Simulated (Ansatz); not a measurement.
```tsv
atom	x (Å)	y (Å)	z (Å)
C	-0.8233	-0.7674	-0.7585
C	-0.7341	-0.7983	0.7879
C	-0.7942	0.8278	-0.7789
C	-0.7585	0.7355	0.7886
C	0.8044	-0.8235	-0.7800
C	0.8045	-0.7602	0.8186
C	0.7873	0.7773	-0.8292
C	0.7863	0.7504	0.8198
H	-1.3984	-1.4474	-1.3801
H	-1.3800	-1.4494	1.4044
H	-1.4432	1.4539	-1.4200
H	-1.4497	1.3825	1.3987
H	1.4211	-1.4572	-1.4377
H	1.3825	-1.4166	1.4527
H	1.3998	1.4411	-1.4534
H	1.4615	1.4223	1.4011
```

RHF on singlet C8H8 was run in several spherical basis sets with Ansatz (development build ahead of 0.2.0).

(1) Rank the basis sets by the total energy that they give, lowest first, with the distance from the lowest.
A. STO-3G
B. 6-31G
C. def2-SVP
D. 6-31G(d)
E. cc-pVDZ

## Answers

(1) E (0.00 eV), D (0.66 eV), B (4.46 eV), C (6.78 eV), A (99.05 eV).

Totals follow the description of the cores as much as that of the bonds, so this order isn't one of quality for chemistry.
